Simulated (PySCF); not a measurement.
Working out the ionisation energy of N⁺

N⁺ [He] 2s2 2p2 (3P) → N²⁺ [He] 2s2 2p1 (2P). Calculation: PySCF 2.14, in def2-QZVPPD; the non-relativistic Hamiltonian (point nucleus). Frozen: nothing. Energies in hartree (1 hartree = 27.21139 eV):

```json
{"part": "UHF", "N⁺ (lower)": "-53.893782", "N²⁺ (upper)": "-52.820353"}
{"part": "MP2 opposite-spin", "N⁺ (lower)": "-0.083002", "N²⁺ (upper)": "-0.075553"}
{"part": "MP2 same-spin", "N⁺ (lower)": "-0.016065", "N²⁺ (upper)": "-0.005616"}
```

Problem. What does Hartree-Fock give?

Solution. (-52.820353) − (-53.893782) = 1.073429 hartree = 29.209 eV.

Problem. What do MP2 and SCS-MP2 (6/5 opposite-spin, 1/3 same-spin) give?

Solution. The opposite-spin parts differ by 0.203 eV and the same-spin parts by 0.284 eV. MP2: 29.209 + (0.203) + (0.284) = 29.696 eV. SCS-MP2: 29.209 + 1.2 × (0.203) + (0.284)/3 = 29.547 eV.

A first-order spin-orbit estimate adds -0.003 eV to MP2 (valence and next inner shell), giving 29.693 eV against 29.601 eV (semi-empirical (NIST evaluation); NIST Atomic Spectra Database, ionization energies).

What remains against the reference includes basis incompleteness and correlation beyond second order.
